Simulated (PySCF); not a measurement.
Te(F)(OMe) (CH3FOTe), SMILES O([Te]F)C.

Geometry optimised at B3LYP-D3(BJ)/def2-SVP. The def2 effective core potentials stand for the cores of Te; spin–orbit coupling is left out. One conformer was computed; it need not be the lowest.

Method: PySCF with B3LYP-D3(BJ)/def2-SVP.

Frequencies are harmonic and unscaled.

```csv
mode,ν (cm⁻¹),IR (km/mol),moving atoms (share of kinetic energy)
1,93,6.4,"F 46 %, C 27 %, H 16 %"
2,114,0.7,H 91 %
3,228,12.5,"O 56 %, F 22 %, H 13 %"
4,287,2.8,"C 37 %, O 26 %, H 22 %, Te 13 %"
5,566,40.2,"O 72 %, Te 12 %"
6,605,46.8,"F 84 %, Te 13 %"
7,1060,135.2,"O 50 %, C 45 %"
8,1163,2.2,"H 77 %, C 18 %"
9,1176,4.3,"H 74 %, C 20 %"
10,1449,9.3,H 92 %
11,1457,15.1,H 93 %
12,1477,11.2,H 96 %
13,3000,60.0,H 97 %
14,3083,29.4,"H 90 %, C 10 %"
15,3110,15.1,"H 90 %, C 10 %"
```
